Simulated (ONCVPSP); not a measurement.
Before and after: ONCV potential for selenium

| Item | Value |
| --- | --- |
| Element | selenium (Se) |
| Generator | ONCVPSP 4.0.1 |
| Type | optimised norm-conserving Vanderbilt (ONCV) |
| Functional | PBE |
| Relativity | scalar-relativistic |
| Frozen core | [Ne] |
| Valence charge | 24 |
| Reference configuration | 3s2 3p6 3d10 4s2 4p4 |
| Partial waves | 3s+4s: rc 0.80 bohr, ncon 3, nbas 8, qcut 16.9 1/bohr, 2 projectors; 3p+4p: rc 1.10 bohr, ncon 4, nbas 7, qcut 14 1/bohr, 2 projectors; 3d: rc 0.80 bohr, ncon 5, nbas 10, qcut 18.6 1/bohr, local |
| Local potential | the d channel |
| Core correction | none |

Change: p: rc 1.58.

Cutoffs: the cutoffs (Ha) at which the residual kinetic energy of the hardest occupied pseudo-wave falls to 1 and 0.1 mHa per electron; they do not see the model core or the augmentation charge, which bear on the density cutoff. Errors are all-electron minus pseudo energies relative to the spin-unpolarised reference configuration.

Predict the effect on cutoff, ghosts and configuration errors.

The potential gets neither clearly harder nor softer (156 Ha and 184 Ha → 156 Ha and 184 Ha); both files keep a bound ghost (s); of the 4 tests that both files solve, the error grows in 4 and shrinks in 0 by more than 15 % and 0.3 meV (median size 2.3 → 3.4 meV). More of the atom is replaced by a form fitted at one configuration, so other configurations suffer.

| quantity | base | changed |
| --- | --- | --- |
| cutoff, loose | 156 Ha | 156 Ha |
| cutoff, tight | 184 Ha | 184 Ha |
| loose cutoff by channel | s 99 Ha, p 66 Ha, d 156 Ha | s 99 Ha, p 47 Ha, d 156 Ha |
| bound ghosts | s | s |
| GHOST(+) flags under 300 eV | none | none |
| error for 3s2 3p6 3d10 4s2 4p3, meV [ΔE 10.85 eV] | -1.1 | -1.7 |
| error for 3s2 3p6 3d10 4s2 4p2, meV [ΔE 31.19 eV] | -3.4 | -5.1 |
| error for 3s2 3p6 3d10 4s2 4p1, meV [ΔE 62.06 eV] | -7.0 | -11 |
| error for 3s2 3p6 3d10 4s0 4p6, meV [ΔE 21.96 eV] | +0.5 | +1.1 |
| s: phases at 0.81 bohr within 0.05 rad from the reference energy up to (Ha; the scan ends near 5) | to the end of the scan | to the end of the scan |
| d: phases at 0.81 bohr within 0.05 rad from the reference energy up to (Ha; the scan ends near 5) | 4.0 | 4.0 |

 A true bound ghost makes a file unfit for plane-wave use even where its test errors are small: the radial tests pick states by their node count and pass the ghost by.
